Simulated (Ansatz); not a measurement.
Program: Ansatz. Geometries: PBE0-D4/def2-TZVP. ΔE: electronic, gas phase. CCSD(T)/CBS adds triple-zeta CCSD(T) − MP2 to the extrapolated MP2 energy (def2 sets, frozen cores). DFT in def2-TZVPP. Elements past krypton have def2 core potentials. For Y outer-core shells are correlated without core-valence functions, which leaves a few kJ/mol of doubt a bond. Each species was taken in one conformer, which may not be the lowest.

Reaction (ligand exchange at the Si–C bond): `[F][AlH][CH](F)[SiH3]` + `C[N](C)[Y]([OH])[OH]` → `C[N](C)[Y]([OH])[O][SiH3]` + `F[CH2][AlH][F]`

`[F][AlH][CH](F)[SiH3]`:

Cartesian coordinates in Å:
```
F -2.721 -0.311 -0.061
Al -1.471 -0.326 1.018
C 0.321 -0.643 0.265
F 1.235 -0.725 1.341
Si 0.916 0.662 -0.966
H -1.772 -0.073 2.540
H 0.336 -1.611 -0.257
H 0.003 0.609 -2.139
H 0.838 2.014 -0.351
H 2.316 0.403 -1.390
```

`C[N](C)[Y]([OH])[OH]`:

```xyz
14

C     1.459    1.042   -0.141
N     0.376    0.208    0.316
C     0.446    0.005    1.741
Y    -1.141   -0.626   -0.958
O    -0.984   -0.172   -2.935
O    -2.546   -1.768   -0.030
H     2.446    0.603    0.080
H     1.446    2.038    0.333
H     1.406    1.196   -1.224
H    -0.377   -0.629    2.089
H     0.387    0.954    2.300
H     1.387   -0.481    2.048
H    -1.041   -0.049   -3.877
H    -3.265   -2.321    0.259
```

`C[N](C)[Y]([OH])[O][SiH3]`:

```xyz
17

C     0.174   -0.134    2.004
N    -0.397    0.795    1.060
C    -0.999    1.918    1.733
Y    -0.321    0.478   -1.055
O    -1.186    1.905   -2.203
O     0.623   -1.251   -1.702
Si    1.354   -2.588   -2.250
H     0.630   -0.989    1.490
H     0.958    0.330    2.623
H    -0.580   -0.538    2.699
H    -1.807    1.608    2.416
H    -0.270    2.477    2.341
H    -1.431    2.621    1.013
H    -1.544    2.475   -2.877
H     1.133   -2.772   -3.714
H     2.827   -2.529   -2.020
H     0.836   -3.807   -1.560
```

`F[CH2][AlH][F]`:

```xyz
7

F    -0.112   -1.016   -1.595
C     0.577   -0.338   -0.593
Al   -0.621    0.445    0.767
F    -2.249    0.248    0.626
H     1.289   -1.039   -0.136
H     1.193    0.438   -1.070
H    -0.077    1.263    2.002
```

Question: Is it downhill or uphill in electronic energy at CCSD(T)/CBS, and by how much? (Estimate.)

Answer: Ansatz gave: Downhill: ΔE = -118.3 kJ/mol.

Question: What do these levels give: PBE-D4, r2SCAN-D4, PBE0-D4, ωB97X-V, ωB97M-V, B2PLYP, PBE, SCS-MP2/def2-TZVPP, CCSD(T)/def2-TZVPP, MP2/def2-QZVPP, SCS-MP2/def2-QZVPP, HF/CBS(def2)? (Estimate.)

Answer: The calculation gave: PBE-D4 -101.1, r2SCAN-D4 -114.4, PBE0-D4 -109.6, ωB97X-V -115.1, ωB97M-V -113.4, B2PLYP -122.0, PBE -102.8, SCS-MP2/def2-TZVPP -126.9, CCSD(T)/def2-TZVPP -120.7, MP2/def2-QZVPP -122.0, SCS-MP2/def2-QZVPP -126.5, HF/CBS(def2) -147.2 kJ/mol.

Largest T1 diagnostic among the species: 0.014.

From PBE to PBE0 (25 % exact exchange), in def2-TZVPP and without D4, ΔE moves by −8.1 kJ/mol. In def2-TZVPP, CCSD(T) changes the Hartree–Fock value by +23.6 kJ/mol (the triples alone add +3.4 kJ/mol) and MP2 by +21.8 kJ/mol.
